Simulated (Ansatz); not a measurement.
Reaction (formal loss of a carbene): `B[C](=C)[AlH][CH3]` → `B[C](=C)[AlH2]` + `[CH2]` (triplet)

Program: Ansatz. Geometries: PBE0-D4/def2-TZVP. ΔE: electronic, gas phase. CCSD(T)/CBS adds triple-zeta CCSD(T) − MP2 to the extrapolated MP2 energy (def2 sets, frozen cores). This one scheme is used for every species. DFT in def2-TZVPP. B3LYP here is the variant with VWN-RPA as its local correlation; programs differ in this. Triplets are unrestricted, without spin–orbit coupling. One conformer a species, not always the lowest.

| level | ΔE (kcal/mol) |
| --- | --- |
| B3LYP-D4 | 113.1 |
| r2SCAN | 110.1 |
| MP2/def2-TZVPP | 115.4 |
| CCSD(T)/def2-TZVPP | 111.9 |
| SCS-MP2/def2-QZVPP | 116.8 |
| HF/CBS(def2) | 77.9 |
| MP2/CBS(def2) | 118.5 |
| CCSD/CBS(def2) | 112.1 |

What does CCSD(T)/CBS give? (An estimate is asked.)

Computed: +115.0 kcal/mol. The listed levels differ from it by -1.9, -4.9, 0.4, -3.1, 1.8, -37.1, 3.5, -2.9 kcal/mol.

Largest T1 diagnostic among the species: 0.011.

In def2-TZVPP, CCSD(T) changes the Hartree–Fock value by +34.1 kcal/mol (the triples alone add +2.8 kcal/mol) and MP2 by +37.6 kcal/mol. From PBE to PBE0 (25 % exact exchange), in def2-TZVPP and without D4, ΔE moves by −2.2 kcal/mol.
